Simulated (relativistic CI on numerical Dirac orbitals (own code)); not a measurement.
**One change at a time: Ce XIII**

Base calculation: Dirac-Coulomb-Breit CI, orbitals from a KLI potential per configuration, model QED (radiative potential, 1s self-energy scaled to tabulated hydrogen-like ionisation energies), unscaled Slater integrals.

Configuration list (outside the closed core [Ar] 3d10): 4s²4p⁶4d¹⁰, 4s²4p⁶4d⁹4f, 4s²4p⁶4d⁹5s, 4s²4p⁶4d⁹5p, 4s²4p⁵4d¹⁰4f, 4s²4p⁶4d⁹5d, 4s4p⁶4d¹⁰4f, 4s²4p⁶4d⁹6s, 4s²4p⁶4d⁹5f. Double excitations out of closed p, d and f shells are left out; levels of such configurations are missing from the list, as are those of other unlisted configurations, and high levels can miss mixing partners.

The lowest level and the first level of each name with at least 55 % of one term (blank where a level has no safe partner in the second run):

```
           Level  Base (cm⁻¹)  Shift (cm⁻¹)
  4s²4p⁶4d¹⁰ ¹S0            0             0
 4s²4p⁶4d⁹5s ³D3       804918          -883
 4s²4p⁶4d⁹5s ³D2       809683          -883
 4s²4p⁶4d⁹5s ³D1       832867          -962
 4s²4p⁶4d⁹5s ¹D2       837171          -956
4s²4p⁶4d⁹4f ³P°0       855369           -23
4s²4p⁶4d⁹4f ³P°1       860085           -35
4s²4p⁶4d⁹4f ³P°2       869684           -59
4s²4p⁶4d⁹4f ³H°6       883152           -41
4s²4p⁶4d⁹4f ³H°5       886994           -31
4s²4p⁶4d⁹4f ³H°4       899875           -58
4s²4p⁶4d⁹4f ³F°4       903354           -42
4s²4p⁶4d⁹4f ³D°1       909942           -62
4s²4p⁶4d⁹4f ³G°3       937154          -101
```

At this charge energies of transitions that change n are usually good to better than 1 %, and those within a shell (Δn = 0) to a few per cent. Levels and lines within the n = 5 or 6 shells can be off by up to 10 % or somewhat more, and those that change n by about 2 %, since core polarisation is missing.

Q: One thing was changed in a second run, which moved the levels as shown. Which?
A. one mean potential for all configurations
B. configuration mixing switched off
C. QED terms removed
D. Breit term removed

A: C. QED terms removed. QED shifts follow the density of s (and p1/2) electrons at the nucleus, so configurations move by their count of such electrons; where none moves, the smaller shifts of p3/2 electrons and of j = l + 1/2 against j = l − 1/2 set the pattern.

LS names give the leading component of a level, which can be under half, so a name can repeat, a term be missing and a line seem to break the LS rules.
